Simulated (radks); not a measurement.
The numbers below are computed, except where a source is named.
Task: Re L, 26 electrons, occupied as [Ar] 3d8 (the NIST ground configuration). Level of theory: scalar-relativistic Kohn-Sham, PBEsol, spin-polarised, spherical densities, point nucleus; open shells are filled with parallel spins first (spin-orbit coupling, left out, can overturn this in heavy ions) (a radial shooting solver on a logarithmic mesh with Libxc functionals). Some entries of the table are withheld. Estimate them.

| orbital | occ. | eigenvalue (Ry) | <r> (bohr) |
|---|---|---|---|
| 1s up | 1 | -5470.493 | 0.01803 |
| 1s down | 1 | -5470.480 | 0.01803 |
| 2s up | 1 | -1113.710 | 0.07599 |
| 2s down | 1 | -1113.061 | 0.07596 |
| 2p up | 3 | -998.1372 | 0.06809 |
| 2p down | 3 | -997.6137 | 0.06806 |
| 3s up | 1 | -397.2817 | 0.1916 |
| 3s down | 1 | -396.5646 | 0.1918 |
| 3p up | 3 | (1) | 0.1905 |
| 3p down | 3 | (2) | 0.1907 |
| 3d up | 5 | -326.9429 | 0.1707 |
| 3d down | 3 | -326.0480 | 0.1709 |

Result: 
(1) 3p up eigenvalue (Ry): -362.9961
(2) 3p down eigenvalue (Ry): -362.2753
